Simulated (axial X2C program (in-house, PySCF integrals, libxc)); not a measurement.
**Outer orbitals of CuH⁻ at 1.526 Å, r2SCAN**

All values were computed with an in-house all-electron X2C program for linear molecules (integrals from PySCF). Spin-free means the one-electron spin-free X2C Hamiltonian; two-component (2c) means X2C with spin–orbit coupling and atomic mean-field two-electron Coulomb and Gaunt terms, so the difference of the two also holds small scalar two-electron terms. Basis: Cu dyall-acv3z [10s10p7d4f2g], H dyall-av3z [7s3p2d] (cores contracted in-house); Gaussian nuclei, density fitting, unrestricted open shells. Masses: Cu 62.930 u, H 1.008 u.

The distance is close to the 2c PBE0 minimum; the highest filled and lowest empty levels are listed.

Spin-free orbitals, state M_S = 1/2, Λ = 0 (beyond evenly filled blocks: σα) (Löwdin shares):

```tsv
symmetry	occupied	ε (eV)	atomic character
σα	yes	-3.14	50% H s, 26% Cu d, 19% Cu s
σβ	yes	-2.74	50% H s, 24% Cu d, 19% Cu s
π-α	yes	-0.49	98% Cu d
π+α	yes	-0.49	98% Cu d
π-β	yes	-0.42	98% Cu d
π+β	yes	-0.42	98% Cu d
σα	yes	-0.33	64% Cu d, 23% Cu s, 10% H s
δ-α	yes	-0.33	100% Cu d
δ+α	yes	-0.33	100% Cu d
δ-β	yes	-0.25	100% Cu d
δ+β	yes	-0.25	100% Cu d
σβ	yes	-0.12	66% Cu d, 22% Cu s, 10% H s
σα	yes	1.24	58% Cu p, 22% Cu s, 8% H s
π-β	no	1.46	100% Cu p
π+β	no	1.46	100% Cu p
σβ	no	1.50	97% Cu p
σα	no	1.77	92% Cu p, 4% Cu s
```

The highest filled level is positive, so this functional does not bind it, and the empty levels of an anion are set by the basis.

Spinors with spin–orbit coupling (state Ω = 1/2):

```
   ω  occupied  ε (eV)             atomic character     λ mixture
 1/2       yes   -3.14  50% H s, 26% Cu d, 19% Cu s        100% σ
-1/2       yes   -2.75  50% H s, 24% Cu d, 19% Cu s        100% σ
-1/2       yes   -0.56                     96% Cu d   95% π, 5% σ
 1/2       yes   -0.52    91% Cu d, 5% Cu s, 2% H s  80% π, 20% σ
 3/2       yes   -0.51                     98% Cu d  72% π, 28% δ
-3/2       yes   -0.50                     99% Cu d  63% δ, 37% π
-3/2       yes   -0.31                     98% Cu d  63% π, 37% δ
 3/2       yes   -0.30                     99% Cu d  72% δ, 28% π
 1/2       yes   -0.29   71% Cu d, 19% Cu s, 8% H s  80% σ, 20% π
 5/2       yes   -0.24                    100% Cu d        100% δ
-5/2       yes   -0.17                    100% Cu d        100% δ
-1/2       yes   -0.11   68% Cu d, 21% Cu s, 9% H s   96% σ, 4% π
 1/2       yes    1.24   58% Cu p, 21% Cu s, 8% H s        100% σ
 1/2        no    1.47                    100% Cu p        100% π
-3/2        no    1.47                    100% Cu p        100% π
-1/2        no    1.50                     97% Cu p        100% σ
 1/2        no    1.77            92% Cu p, 4% Cu s        100% σ
```

The highest filled level is positive, so this functional does not bind it, and the empty levels of an anion are set by the basis.

Mulliken charges and populations of the two-component result (they depend on the basis, above all on diffuse functions):

Cu -0.60 e (s 7.19 p 12.59 d 9.82), H -0.40 e (s 1.34 p 0.06 d 0.01). ⟨Lz⟩ = 0.00 ħ and ⟨Sz⟩ = 0.50 ħ (0.39 and 0.11 on the two atoms), which add up to Ω.

The state is one determinant whose occupation by symmetry is held fixed; it was picked as the lowest of a PBE0 search that is not exhaustive. Density functionals use the spin component along the axis (collinear). The highest occupied level of some functionals is positive through self-interaction error; at Hartree–Fock it is bound.
